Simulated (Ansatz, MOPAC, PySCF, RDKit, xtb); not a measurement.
Noncovalent pair: H2O (SMILES O) (first 3 atoms) with CHN (SMILES C#N); geometry from B3LYP-D3(BJ)/def2-TZVP, rigid monomers moved along the line of their centres of mass till O1···H6 is 2.81 Å.
(charge 0, multiplicity 1):
```tsv
atom	x (Å)	y (Å)	z (Å)
O	-0.0834	-0.0777	-0.1033
H	0.7091	-0.2325	-0.6277
H	-0.8282	-0.2309	-0.6938
C	-0.2525	-0.3068	3.7758
N	-0.3014	-0.3936	4.9185
H	-0.2064	-0.2286	2.7024
```

Monomers are frozen at their geometry in the pair; levels with a basis set take the counterpoise correction.

Frozen-core correlation. CBS: X⁻³ extrapolation of the correlation energy, Hartree–Fock from the larger set. Rows in 6-31G* carry no dispersion term and start afresh at each structure (6-31G* with six Cartesian d functions). The state that AM1 reach isn't checked.

The values were computed with Ansatz (an electronic-structure program); MOPAC for AM1 (differences of heats of formation); PySCF for 6-31G* rows; RDKit for the force fields; xtb for the GFN methods. Values without a source in brackets are computed.

The comparison value is -13.5 kJ/mol (CCSD(T)/CBS(aug-cc-pVDZ, aug-cc-pVTZ)). It is a level with limits of its own, not the exact answer.

Q: Order these levels by how close they come to the comparison value for the interaction energy, closest first: HF/6-31G*, HF/aug-cc-pVDZ, MMFF94, AM1, GFN-FF. Give each level's value less the comparison value.

A: HF/aug-cc-pVDZ (-0.5 kJ/mol), MMFF94 (-1.6 kJ/mol), HF/6-31G* (-2.3 kJ/mol), GFN-FF (4.1 kJ/mol), AM1 (5.9 kJ/mol)
